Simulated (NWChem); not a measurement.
Everything below was run with NWChem. System: HAl, charge 0, spin multiplicity 1, at a geometry optimised with PBE/def2-SVP. The structure started from a generated list of species. Level: MP2/cc-pVQZ, 5 core orbitals frozen.

The NWChem input:

```
start mol
memory heap 200 mb stack 900 mb global 1100 mb
geometry units angstroms nocenter noautoz
  Al     0.000000     0.000000     0.120297
  H      0.000000     0.000000    -1.563858
  symmetry group C2v
end
basis spherical
  * library cc-pvqz
end
scf
  rhf
  nopen 0
  maxiter 100
  thresh 1e-7
  semidirect memsize 60000000 filesize 0
end
mp2
  freeze core 5
end
task mp2 energy
```

NWChem printed:

```
             Northwest Computational Chemistry Package (NWChem) 7.3.0
             --------------------------------------------------------

                                NWChem Input Module
                                -------------------

 Scaling coordinates for geometry "geometry" by  1.889725989
 (inverse scale =  0.529177249)

 Turning off AUTOSYM since
 SYMMETRY directive was detected!

                             Geometry "geometry" -> ""
                             -------------------------

 Output coordinates in angstroms (scale by  1.889725989 to convert to a.u.)

  No.       Tag          Charge          X              Y              Z
 ---- ---------------- ---------- -------------- -------------- --------------
    1 Al                  13.0000     0.00000000     0.00000000     0.12029700
    2 H                    1.0000     0.00000000     0.00000000    -1.56385800

 Effective nuclear repulsion energy (a.u.)       4.0847215589

            Nuclear Dipole moment (a.u.)
            ----------------------------
        X                 Y               Z
 ---------------- ---------------- ----------------
     0.0000000000     0.0000000000     0.0000056692

      Symmetry information
      --------------------

 Group name             C2v
 Group number             16
 Group order               4
 No. of unique centers     2

      Symmetry unique atoms

     1    2


 Summary of "ao basis" -> "" (spherical)
 ------------------------------------------------------------------------------
       Tag                 Description            Shells   Functions and Types
 ---------------- ------------------------------  ------  ---------------------
 *                          cc-pvqz                   on all atoms

 Summary of "ao basis" -> "ao basis" (spherical)
 ------------------------------------------------------------------------------
       Tag                 Description            Shells   Functions and Types
 ---------------- ------------------------------  ------  ---------------------
 Al                         cc-pvqz                 17       59   6s5p3d2f1g
 H                          cc-pvqz                 10       30   4s3p2d1f

                                 NWChem SCF Module
                                 -----------------

  ao basis        = "ao basis"
  functions       =    89
  atoms           =     2
  closed shells   =     7
  open shells     =     0
  charge          =   0.00
  wavefunction    = RHF
  use symmetry    = T
  symmetry adapt  = T

 Summary of "ao basis" -> "ao basis" (spherical)
 ------------------------------------------------------------------------------
       Tag                 Description            Shells   Functions and Types
 ---------------- ------------------------------  ------  ---------------------
 Al                         cc-pvqz                 17       59   6s5p3d2f1g
 H                          cc-pvqz                 10       30   4s3p2d1f

      Symmetry analysis of basis
      --------------------------

        a1         37
        a2         10
        b1         21
        b2         21

 Forming initial guess at       0.1s

      Superposition of Atomic Density Guess
      -------------------------------------

 Sum of atomic energies:        -242.38076536

      Non-variational initial energy
      ------------------------------

 Total energy =    -242.274609
 1-e energy   =    -345.217746
 2-e energy   =      98.858415
 HOMO         =      -0.192075
[...]
     5      0.420110  1 Al s                  6      0.299156  1 Al s
    18      0.289471  1 Al pz                 3      0.282853  1 Al s
    62     -0.190782  2 H  s                 63     -0.179444  2 H  s
     4      0.170465  1 Al s                 15      0.166477  1 Al pz

 Vector    8  Occ=0.000000D+00  E= 2.243143D-02  Symmetry=b2
              MO Center=  3.3D-30,  9.7D-18,  1.2D-01, r^2= 6.5D+00
   Bfn.  Coefficient  Atom+Function         Bfn.  Coefficient  Atom+Function
  ----- ------------  ---------------      ----- ------------  ---------------
    20      0.755008  1 Al py                17      0.199353  1 Al py
    14      0.177222  1 Al py

 Vector    9  Occ=0.000000D+00  E= 2.243143D-02  Symmetry=b1
              MO Center=  6.8D-16, -4.1D-31,  1.2D-01, r^2= 6.5D+00
   Bfn.  Coefficient  Atom+Function         Bfn.  Coefficient  Atom+Function
  ----- ------------  ---------------      ----- ------------  ---------------
    19      0.755008  1 Al px                16      0.199353  1 Al px
    13      0.177222  1 Al px

 Vector   10  Occ=0.000000D+00  E= 1.044448D-01  Symmetry=a1
              MO Center= -7.2D-17,  3.2D-17, -5.2D-02, r^2= 1.2D+01
   Bfn.  Coefficient  Atom+Function         Bfn.  Coefficient  Atom+Function
  ----- ------------  ---------------      ----- ------------  ---------------
    63      2.081084  2 H  s                 21      1.888774  1 Al pz
     6     -1.853972  1 Al s                  5      0.535530  1 Al s
    24     -0.294384  1 Al d  0              62     -0.202939  2 H  s
     4     -0.179153  1 Al s

 center of mass
 --------------
 x =   0.00000000 y =   0.00000000 z =   0.11273144

 moments of inertia (a.u.)
 ------------------
           9.840577929039           0.000000000000           0.000000000000
           0.000000000000           9.840577929039           0.000000000000
           0.000000000000           0.000000000000           0.000000000000

  Mulliken analysis of the total density
  --------------------------------------

    Atom       Charge   Shell Charges
 -----------   ------   -------------------------------------------------------
    1 Al  13    12.75   2.00  1.98 -0.03  0.40  1.00  0.46  5.98 -0.01  0.27  0.49  0.13  0.03  0.04  0.02  0.00  0.00  0.00
    2 H    1     1.25   0.06  0.27  0.61  0.31  0.00  0.00  0.01  0.00  0.00  0.00

       Multipole analysis of the density wrt the origin
       ------------------------------------------------

     L   x y z        total         open         nuclear
     -   - - -        -----         ----         -------
     0   0 0 0     -0.000000      0.000000     14.000000

     1   1 0 0      0.000000      0.000000      0.000000
     1   0 1 0     -0.000000      0.000000      0.000000
     1   0 0 1      0.016853      0.000000      0.000006

     2   2 0 0     -9.319031      0.000000      0.000000
     2   1 1 0      0.000000      0.000000      0.000000
     2   1 0 1      0.000000      0.000000      0.000000
     2   0 2 0     -9.319031      0.000000      0.000000
     2   0 1 1     -0.000000      0.000000      0.000000
     2   0 0 2    -15.399282      0.000000      9.405396

                   NWChem MP2 Semi-direct Energy/Gradient Module
                   ---------------------------------------------

  Basis functions       =     89
  Molecular orbitals    =     89
  Frozen core           =      5
  Frozen virtuals       =      0
  Active alpha occupied =      2
  Active beta occupied  =      2
  Active alpha virtual  =     82
  Active beta virtual   =     82
  Use MO symmetry       = T
  Use skeleton AO sym   = T

  AO/Fock/Back tols     =   1.0D-09  1.0D-09  1.0D-09

 GA uses MA = F    GA memory limited = T

 Available:
  local mem=  1.26D+08
 global mem=  1.44D+08
 local disk=  0.00D+00
  mp2_memr nvloc                    82
  nvloc new                    82
   1 passes of   2:        7340032                      29708                   2246812.
   1 passes of   2: M    126152393           G      144163358           F     118812361.

 Semi-direct pass number   1 of   1  for RHF alpha+beta  at        2.9s
  vrange nnbf                  4005
  mp2_eaftype                    10  avail_ma_in_mb                  1099
 EAF : mp2_eaftype filesize          10    1123406.
  mp2_eaf for mointskh                     10
Node 0 wrote      5.3 Mb in      0.0 s     Agg I/O rate:   494.3 Mb/s
 Done moints_semi at        8.3s
  mp2_eaftype                    10  avail_ma_in_mb                  1089
 EAF : mp2_eaftype filesize          10    1123406.
  mp2_eaf for kh                    10
 Done maket at        8.3s
 Done multipass loop at        8.3s

          -------------------------------------------
          SCF energy                -242.463506799889
          Correlation energy          -0.065830624190
          Singlet pairs               -0.060791552910
          Triplet pairs               -0.005039071280
          Total MP2 energy          -242.529337424080
          -------------------------------------------

          ---------------------------------------------------
                    Spin Component Scaled (SCS) MP2
          Same spin pairs                     -0.003359380854
          Same spin scaling factor             0.333333333333
          Opposite spin pairs                 -0.062471243337
          Opposite spin scaling fact.          1.200000000000
          SCS-MP2 correlation energy          -0.076085285622
          Total SCS-MP2 energy              -242.539592085511
          ---------------------------------------------------

 -----------------------
 Performance information
 -----------------------

 Timer overhead =  1.37D-07 seconds/call

               Nr. of calls         CPU time (s)                 Wall time (s)                GFlops
             ---------------    -------------------     ------------------------------   -------------------
Name         Min   Avg   Max    Min     Avg     Max     Min     Avg     Max   Mx/calls   Min     Max     Sum
mp2: moin     1     1     1    5.4     5.4     5.4      5.4     5.4     5.4     5.4      0.0     0.0     0.0
mp2: make     1     1     1   1.74E-2 1.74E-2 1.74E-2  1.74E-2 1.74E-2 1.74E-2 1.74E-2   0.0     0.0     0.0
mp2: tota     1     1     1    5.6     5.6     5.6      5.6     5.6     5.6     5.6      0.0     0.0     0.0

 The average no. of pstat calls per process was 3.00D+00
 with a timing overhead of 4.12D-07s

 Task  times  cpu:        8.3s     wall:        8.3s

 Total times  cpu:        8.4s     wall:        8.4s
```
